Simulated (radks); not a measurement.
Question: Coherent X-ray form factor from a spherical all-electron density. Calculated with a radial shooting solver on a logarithmic mesh with Libxc functionals: scalar-relativistic Kohn-Sham, LB94 model potential, spin-polarised, spherical densities, finite nucleus; Fermi nuclear charge, rms radius of each element as measured or else 0.836 A^(1/3) + 0.57 fm.

| sin(theta)/lambda (1/angstrom) | f0 (electrons) |
|---|---|
| 0.05 | 54.888 |
| 0.1 | 54.553 |
| 0.15 | 54.003 |
| 0.2 | 53.247 |
| 0.25 | 52.299 |
| 0.3 | 51.176 |
| 0.4 | 48.486 |
| 0.5 | 45.353 |
| 0.6 | 41.963 |
| 0.8 | 35.102 |
| 1 | 28.986 |
| 1.25 | 23.141 |
| 1.5 | 19.252 |
| 2 | 15.019 |

The species is in the configuration that NIST lists as its ground one. Which atom or ion scatters so?

Answer: The mercury ion Hg25+, [Kr] 4d10 4f9. Extrapolating in s^2 from the first two rows gives f0(0) = 55.0, near the electron count 55; among species with that count, the fall with angle is slower the higher Z, and the table is that of Z = 80; from so few rows the species is fixed only to a neighbour or two.
